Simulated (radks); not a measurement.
Species: Ti4+. Configuration: [Ar].

Calculated with a radial shooting solver on a logarithmic mesh with Libxc functionals: scalar-relativistic Kohn-Sham, BLYP, spin-unpolarised, spherical densities, point nucleus.

Energy parts (eV):
part                      energy
total                 -23142.767
kinetic                23341.598
electron-nucleus      -54042.797
Hartree                 8667.096
exchange-correlation   -1108.664

Orbitals (lengths in bohr, moments of r in powers of bohr; <r^-3> diverges for s and p1/2):
orbital  occ.  eigenvalue (eV)     <r^2>  <1/r>  <r^-3>
1s          2        -4924.999  0.006513  21.80       -
2s          2        -592.5930    0.1249  4.546       -
2p          6        -500.0003    0.1037  4.450   264.7
3s          2        -113.6875     1.091  1.444       -
3p          6         -89.2509     1.231  1.332   34.05

The highest occupied level is 3p at -89.251 eV. Summed over all electrons, <r^2> = 10.45 bohr^2, which gives a Langevin (diamagnetic) susceptibility term of -8.28 x 10^-6 cm^3/mol. For comparison, the ionisation energy in NIST's Atomic Spectra Database is 99.30 eV (measured). In exact Kohn-Sham theory the highest level is minus the ionisation energy, but local and semilocal functionals leave it too shallow, through self-interaction and a potential that decays too fast; potentials with the right tail come closer. The density falls to 0.001 e/bohr^3 at r = 2.53 bohr.
